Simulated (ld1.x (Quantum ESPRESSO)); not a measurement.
## Which change was made? (Lu, RRKJ)

Lu, norm-conserving RRKJ (Kleinman–Bylander form), made with ld1.x (Quantum ESPRESSO) 7.5 (PBE, fully relativistic). Core [Kr] 4d10 4f14, reference 5s2 5p6 5d1 6s2 6p0. Waves: 5p (bound): rc 1.75 bohr; 5d (bound): rc 2.05 bohr; 5s (bound): rc 1.55 bohr. Local part: the s channel. Core correction: none. rho0 = 0.005.

Open shells are filled in proportion to 2j + 1 (rel_dist='average').

Occupied shells without a wave of their own: 6s. They enter only through the test configuration that unscreens the potential.

Cutoffs, loose and tight: the cutoffs (Ry, on a coarse ladder) from which the occupation-weighted sum of valence levels, in a spherical-Bessel basis at the reference potential, stays within 10 and 1 mRy of its value at 400 Ry. They do not see the model core or the augmentation charge, which bear on the density cutoff. Test errors are all-electron minus pseudo excitation energies from the reference, over the configurations 5s2 5p6 5d1 6s1 6p0; 5s2 5p6 5d1 6s0 6p0; 5s2 5p6 5d0 6s0 6p0; 5s2 5p6 5d0 6s2 6p1; 5s2 5p6 5d1.5 6s1.5 6p0; 5s2 5p6 5d1 6s1 6p1; 5s2 5p6 5d0 6s2 6p0; variants that change the core or the reference have their own tests. The largest error is taken over the tests solved by every variant that gives reliable tests at all, those not shown here included: 5s2 5p6 5d0 6s0 6p0; 5s2 5p6 5d0 6s2 6p0; 5s2 5p6 5d0 6s2 6p1; 5s2 5p6 5d1 6s0 6p0; 5s2 5p6 5d1 6s1 6p0; 5s2 5p6 5d1 6s1 6p1.

The base gives: outcome: generated, misses its reference levels by 0.30 eV; bound ghosts: none; largest test error (meV): -1454.

On the changes marked as counting shells twice: ld1.x takes every shell without a wave as core, so the model core holds the marked electrons as well and exchange and correlation see them twice. This cancels in the reference configuration, but the file is broken for other ones, and its errors say nothing about a proper core correction.

(1) After one change the result is: outcome: generated; bound ghosts: none; largest test error (meV): +1359. Which change was it?
A. core correction a·sin(br)/r model core inside 1.16 bohr (6s counted twice)
B. wave 5s (bound): rc 1.55 bohr becomes 5s (bound): rc 1.82 bohr
C. local potential the p channel
D. reference 5s2 5p6 5d0 6s0 6p0
E. type PAW; waves now 5s (bound): rcut 1.50, rcutus 1.55 bohr; 6s (bound): rcut 1.50, rcutus 1.55 bohr; 5p (bound): rc 1.75 bohr; 6p (bound): rc 1.75 bohr; 5d (bound): rcut 1.80, rcutus 2.05 bohr; 5d channel at 0.25 Ry: rcut 1.80, rcutus 2.05 bohr; local potential all-electron potential smoothed inside 1.45 bohr (lloc = -1); core correction a·sin(br)/r model core, default radius (ld1.x builds one for every PAW set, though the input has nlcc=.false.); augmentation BESSEL, radius 1.20 bohr; rho0 0

## Answers

(1) D. The others give: type PAW; waves now 5s (bound): rcut 1.50, rcutus 1.55 bohr; 6s (bound): rcut 1.50, rcutus 1.55 bohr; 5p (bound): rc 1.75 bohr; 6p (bound): rc 1.75 bohr; 5d (bound): rcut 1.80, rcutus 2.05 bohr; 5d channel at 0.25 Ry: rcut 1.80, rcutus 2.05 bohr; local potential all-electron potential smoothed inside 1.45 bohr (lloc = -1); core correction a·sin(br)/r model core, default radius (ld1.x builds one for every PAW set, though the input has nlcc=.false.); augmentation BESSEL, radius 1.20 bohr; rho0 0 → outcome: failed: invmat: error in DGETRF | local potential the p channel → outcome: failed: run_pseudo: Errors in PS-KS equation | wave 5s (bound): rc 1.55 bohr becomes 5s (bound): rc 1.82 bohr → outcome: generated, misses its reference levels by 0.89 eV; bound ghosts: none; largest test error (meV): -4171 | core correction a·sin(br)/r model core inside 1.16 bohr (6s counted twice) → outcome: generated, misses its reference levels by 0.30 eV; bound ghosts: none; largest test error (meV): -2447.
